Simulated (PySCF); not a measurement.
Molecular orbitals of CsIn⁺

UHF at R = 4.457 Å; PySCF, scalar-relativistic core potentials, basis sets Cs def2-SVPD with ECP46, In def2-SVPD with ECP28. State: ²Σ⁺ (doublet), unpaired electrons σ ↑. Only the outer orbitals are listed, counted within each symmetry, core potentials removing the inner ones.

| spin | orbital | occ. | ε (eV) | on Cs (%) | main shells (%) |
| --- | --- | --- | --- | --- | --- |
| α | 3π | 1 | -22.73 | 100 | 100 Cs p |
| α | 3π | 1 | -22.73 | 100 | 100 Cs p |
| α | 5σ | 1 | -22.70 | 100 | 100 Cs p |
| α | 6σ | 1 | -14.89 | 1 | 98 In s |
| α | 7σ | 1 | -8.98 | 4 | 94 In p |
| α | 8σ | 0 | -2.95 | 99 | 93 Cs s |
| α | 4π | 0 | -2.85 | 28 | 71 In p, 19 Cs p, 9 Cs d |
| α | 4π | 0 | -2.85 | 28 | 71 In p, 19 Cs p, 9 Cs d |
| β | 3π | 1 | -22.72 | 100 | 100 Cs p |
| β | 3π | 1 | -22.72 | 100 | 100 Cs p |
| β | 5σ | 1 | -22.63 | 100 | 100 Cs p |
| β | 6σ | 1 | -13.43 | 0 | 100 In s |
| β | 7σ | 0 | -3.07 | 99 | 99 Cs s |
| β | 4π | 0 | -2.58 | 35 | 65 In p, 28 Cs p |
| β | 4π | 0 | -2.58 | 35 | 65 In p, 28 Cs p |

Task: Which are the highest filled and the lowest empty level, where do they sit, and how wide is the gap?

Result: Highest filled α 7σ at -8.98 eV (in %: 94 In p); lowest empty β 7σ at -3.07 eV (in %: 99 Cs s); the gap at UHF is 5.91 eV.

The bond order (Mayer) is 0.08 and the ⟨S²⟩ is 0.764. The charge on Cs (Mulliken, basis-dependent) is 0.96 and the charge on Cs (Löwdin, basis-dependent) is 0.76. The dipole moment (positive dipole points towards In; it is taken about the centre of mass and depends on that origin) is -6.87 D. The polarisability along the bond is 131.5 bohr³ and the polarisability across the bond is 70.1 bohr³.

Spin–orbit coupling is left out. The state is the lowest determinant that a PBE0 search found; another state may lie lower at other levels.
